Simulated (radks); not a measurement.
Values are calculated unless marked as measured or tabulated.
Br3+, 32 electrons, occupied as [Ar] 3d10 4s2 4p(up 1.75, down 0.25) (fractional occupations, a model configuration). Code: a radial shooting solver on a logarithmic mesh with Libxc functionals. Model: scalar-relativistic Kohn-Sham, r2SCAN, spin-polarised, spherical densities, finite nucleus; meta-GGA in the generalised Kohn-Sham scheme; Fermi nuclear charge, rms radius 4.1629 fm.

Unscreened Slater integrals over Kohn-Sham orbitals (eV). They are taken over the spin-up orbitals.

\begin{tabular}{lr}
integral & value \\ \hline
F0(4p,4p) & 13.948 \\
F2(4p,4p) & 7.4514 \\
F0(4p,4s) & 14.747 \\
G1(4p,4s) & 10.009 \\
F0(4p,3d) & 17.932 \\
F2(4p,3d) & 3.9613 \\
G1(4p,3d) & 1.3659 \\
G3(4p,3d) & 1.2605 \\
F0(4s,4s) & 15.738 \\
F0(4s,3d) & 19.929 \\
G2(4s,3d) & 1.7774 \\
F0(3d,3d) & 42.480 \\
F2(3d,3d) & 20.340 \\
F4(3d,3d) & 12.797 \\
\end{tabular}

Derived for the open shells (J is the average intra-shell exchange parameter used in DFT+U). 4p: J = F2/5 = 1.490 eV; in LS coupling 1D lies 6 F2/25 = 1.788 eV above 3P.
